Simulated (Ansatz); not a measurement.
`ClB(Cl)[SeH]` + silanol → `[SiH3]OB(Cl)Cl` + H₂Se at 298.15 K and 1 bar (ligand exchange at a B–Se bond).

Computed with Ansatz on PBE0-D4/def2-TZVP structures; ΔE is electronic, products minus reactants. CBS: MP2 limit from def2 TZ/QZ plus the TZ coupled-cluster correction, frozen cores. For Se outer-core shells are correlated without core-valence functions, which leaves a few kJ/mol of doubt a bond. Scalar relativity is left out up to krypton. One conformer a species, not always the lowest.

| species | CCSD(T)/CBS energy (Eh) | H − E (kJ/mol) | S (J/(mol·K)) |
| --- | --- | --- | --- |
| `ClB(Cl)[SeH]` | -3345.76079 | 55.6 | 324.0 |
| `O[SiH3]` | -366.69042 | 113.6 | 257.8 |
| `[SiH3]OB(Cl)Cl` | -1310.57934 | 117.3 | 356.9 |
| H₂Se | -2401.89790 | 45.8 | 219.1 |

H − E and S are ideal-gas, rigid-rotor, harmonic terms from PBE0-D4/def2-TZVP, for one conformer and one mirror image of each species. 1 Eh = 2625.50 kJ/mol, R = 8.31446 J/(mol·K).

Task: By hand: ΔE, ΔH, ΔS and ΔG.

Result: ΔE = (-1310.57934) + (-2401.89790) − (-3345.76079) − (-366.69042) = -0.02603 Eh = -68.3 kJ/mol. Δ(H − E) = 117.3 + 45.8 − 55.6 − 113.6 = -6.1, so ΔH = -74.4 kJ/mol. ΔS = 356.9 + 219.1 − 324.0 − 257.8 = -5.8 J/(mol·K). ΔG = -74.4 − 298.15 × (-5.8)/1000 = -72.7 kJ/mol.

Task: By hand: the equilibrium constant, and the temperature at which ΔG would vanish if ΔH and ΔS stayed fixed.

Result: log₁₀ K = −ΔG/(RT ln 10) = 12.7. ΔG = 0 at ΔH/ΔS = 12828 K, far beyond where these terms or the molecules hold.

The number of gas molecules stays the same, so ΔS is small and ΔH decides. A doubt of 5 kJ/mol in ΔE shifts log₁₀ K by 0.9 here. Other conformers and mirror images would add mixing entropy, several J/(mol·K) or more a flexible species. These are equilibria of isolated gas molecules and say nothing of rates. Largest T1 diagnostic: 0.012 (customary marks: 0.02 for closed shells, 0.045 for open ones).
